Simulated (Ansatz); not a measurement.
CH5FGeOSi can be A, `O=[C]([SiH3])[GeH2][F]`, or B, `F[CH]1O[SiH2][GeH2]1`.

Isolated molecules relaxed with PBE0-D4/def2-TZVP in Ansatz; ΔE leaves out vibrations. CCSD(T)/CBS is the MP2 limit (def2-TZVPP, def2-QZVPP) plus CCSD(T) − MP2 in def2-TZVPP, frozen cores. DFT in def2-TZVPP. B3LYP here is the variant with VWN-RPA as its local correlation; programs differ in this. For Ge outer-core shells are correlated without core-valence functions, which leaves a few kJ/mol of doubt a bond. Scalar relativity is left out up to krypton. One conformer a species, not always the lowest.

(1) Which isomer does CCSD(T)/CBS put lower? Give the gap. (Estimate.)

(2) Give E(B) − E(A) in kcal/mol with CCSD(T)/def2-TZVPP, HF/def2-TZVPP, B3LYP-D4, CCSD/def2-TZVPP, PBE-D4, B3LYP, ωB97M-V. (Best estimate.)

Largest T1 diagnostic: 0.014.

Answers

(1) Ansatz gave: B, by 4.0 kcal/mol.

(2) Computed: CCSD(T)/def2-TZVPP -2.5, HF/def2-TZVPP 2.9, B3LYP-D4 -0.3, CCSD/def2-TZVPP -2.5, PBE-D4 -4.0, B3LYP 0.1, ωB97M-V -4.1. The order is the other way round with HF/def2-TZVPP.

In def2-TZVPP, CCSD(T) changes the Hartree–Fock value by −5.4 kcal/mol (the triples alone add +0.0 kcal/mol) and MP2 by −6.1 kcal/mol. From PBE to PBE0 (25 % exact exchange), in def2-TZVPP and without D4, E(B) − E(A) moves by −2.9 kcal/mol.
